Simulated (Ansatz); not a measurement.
Stepwise reaction of `[Cl][Sb]([Cl])[Cl]` with hydrogen fluoride, as a gas-phase model of exchange steps in deposition or etching. ΔE in kJ/mol; ΔG adds harmonic PBE0-D4 terms to CCSD(T)/CBS, at 1 bar.

Computed with Ansatz on PBE0-D4/def2-TZVP structures; ΔE is electronic, products minus reactants. CBS: MP2 limit from def2 TZ/QZ plus the TZ coupled-cluster correction, frozen cores. This one scheme is used for every species. Functionals use def2-TZVPP. B3LYP here is the variant with VWN-RPA as its local correlation; programs differ in this. Elements past krypton have def2 core potentials. For Sb outer-core shells are correlated without core-valence functions, which leaves a few kJ/mol of doubt a bond.

| step | reaction | PBE-D4 | B3LYP-D4 | ωB97M-V | CCSD(T)/CBS | ΔG(600 K) |
| --- | --- | --- | --- | --- | --- | --- |
| 1 | `[Cl][Sb]([Cl])[Cl]` + H–F → `[F][Sb]([Cl])[Cl]` + HCl | 18.1 | 16.9 | 13.5 | 20.5 | 8.9 |
| 2 | `[F][Sb]([Cl])[Cl]` + H–F → `[F][Sb]([F])[Cl]` + HCl | 15.1 | 13.4 | 10.0 | 16.0 | 9.9 |

Question: Give the row of step 3, `[F][Sb]([F])[Cl]` + H–F → `[F][Sb]([F])[F]` + HCl. (Estimate.)

Answer: The calculation gave: 
| step | reaction | PBE-D4 | B3LYP-D4 | ωB97M-V | CCSD(T)/CBS | ΔG(600 K) |
| --- | --- | --- | --- | --- | --- | --- |
| 3 | `[F][Sb]([F])[Cl]` + H–F → `[F][Sb]([F])[F]` + HCl | 12.0 | 9.8 | 6.6 | 11.3 | 11.0 |

Question: By hand: ΔE of the 3 steps together at CCSD(T)/CBS.

Answer: (20.5) + (16.0) + (11.3) = 47.8 kJ/mol, or 15.9 kJ/mol a step.

In ΔE each step is lower than the one before. All are uphill at CCSD(T)/CBS. ΔG lies between 8.9 and 11.0 kJ/mol a step. PBE-D4 differs from CCSD(T)/CBS by -2.4 to 0.7 kJ/mol a step. Isolated molecules leave out the surface, adducts and barriers. Largest T1 diagnostic: 0.015.
